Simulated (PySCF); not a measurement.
C₃H₃F, SMILES `FC1C=C1`, neutral singlet in the gas phase. 

Cartesian coordinates (Å):
SMILES: FC1C=C1
```xyz
7

F      1.4880     0.0748     1.0368
C      0.6863     0.1042    -0.0945
C     -0.5899    -0.6019    -0.0592
C     -0.6433     0.6949     0.0126
H      1.3309     0.1788    -0.9664
H     -1.0958    -1.5531    -0.0605
H     -1.2251     1.5957     0.1158
```
Charge 0, spin multiplicity 1.

All levels are single points at this geometry (PBE0-D3(BJ)/def2-TZVP); Pople sets use spherical d functions. Orbital energies aren't observables, and empty levels follow the basis.

HF/6-31G* in PySCF gives dipole (D) = 2.46.

Estimate the dipole (D) from each of these levels: PBE-D3(BJ)/def2-TZVP in PySCF; PBE0-D3(BJ)/def2-TZVP in PySCF; BP86/6-31G* in PySCF; M06-2X/6-31G* in PySCF; PBE/6-31G* in PySCF; SVWN5/6-31G* in PySCF; HF/3-21G in PySCF; HF/STO-3G in PySCF.


```
level                           dipole (D)
------------------------------  ----------
PBE-D3(BJ)/def2-TZVP in PySCF         2.15
PBE0-D3(BJ)/def2-TZVP in PySCF        2.27
BP86/6-31G* in PySCF                  1.94
M06-2X/6-31G* in PySCF                2.17
PBE/6-31G* in PySCF                   1.92
SVWN5/6-31G* in PySCF                 1.97
HF/3-21G in PySCF                     2.58
HF/STO-3G in PySCF                    1.62
```
